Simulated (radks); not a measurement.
Re, configuration [Xe] 4f14 5d5 6s2.

Calculated with a radial shooting solver on a logarithmic mesh with Libxc functionals: scalar-relativistic Kohn-Sham, SCAN, spin-unpolarised, spherical densities, finite nucleus; meta-GGA in the generalised Kohn-Sham scheme; Fermi nuclear charge, rms radius 5.3698 fm.

Energy parts (eV):
| part | energy |
|---|---|
| total | -454210.95 |
| kinetic | 501780.65 |
| electron-nucleus | -1124205.67 |
| Hartree | 177240.09 |
| exchange-correlation | -9026.03 |

Orbitals (lengths in bohr, moments of r in powers of bohr; <r^-3> diverges for s and p1/2; r(max) is where P^2 peaks):
orbital  occ.  eigenvalue (eV)  <r^-3>   r(max)
1s          2        -71728.48       -  0.01124
2s          2        -12463.32       -  0.06447
2p          6        -10873.80   20810  0.05303
3s          2        -2897.409       -   0.1817
3p          6        -2425.779    4671   0.1802
3d         10        -1890.082   594.5   0.1471
4s          2        -610.3434       -   0.4128
4p          6        -454.9317    1089   0.4330
4d         10        -259.2384   119.6   0.4434
4f         14         -42.9642   20.95   0.4174
5s          2         -86.2739       -   0.9334
5p          6         -47.5154   161.5    1.059
5d          5          -5.3858   7.813    1.435
6s          2          -6.4760       -    2.505

The highest occupied level is 5d at -5.386 eV. The electron density at the nucleus is 1.648e+06 e/bohr^3 (large components only). Summed over all electrons, <r^2> = 67.02 bohr^2, which gives a Langevin (diamagnetic) susceptibility term of -53.1 x 10^-6 cm^3/mol.
